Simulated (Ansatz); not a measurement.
Reaction (formal exchange of groups at a C–F bond): `FC[NH][SnH3]` + CH₄ → `CC[NH][SnH3]` + H–F

Calculated with Ansatz (gas phase, PBE0-D4/def2-TZVP geometries, no zero-point term in ΔE). CCSD(T)/CBS is the MP2 limit (def2-TZVPP, def2-QZVPP) plus CCSD(T) − MP2 in def2-TZVPP, frozen cores. This one scheme is used for every species. DFT in def2-TZVPP. B3LYP here is the variant with VWN-RPA as its local correlation; programs differ in this. Elements past krypton have def2 core potentials. For Sn outer-core shells are correlated without core-valence functions, which leaves a few kJ/mol of doubt a bond. Each species was taken in one conformer, which may not be the lowest.

CCSD(T)/CBS gives -0.5 kcal/mol.

Another level gave +0.5 kcal/mol. Which?
A. SCS-MP2/def2-TZVPP
B. HF/def2-TZVPP
C. B3LYP-D4/def2-TZVPP
D. PBE0-D4/def2-TZVPP

A. SCS-MP2/def2-TZVPP 0.5, B3LYP-D4 4.1, PBE0-D4 1.9, HF/def2-TZVPP 5.3 kcal/mol.

Largest T1 diagnostic among the species: 0.013.

In def2-TZVPP, CCSD(T) changes the Hartree–Fock value by −4.6 kcal/mol (the triples alone add −0.2 kcal/mol) and MP2 by −6.4 kcal/mol. From PBE to PBE0 (25 % exact exchange), in def2-TZVPP and without D4, ΔE moves by −1.4 kcal/mol.
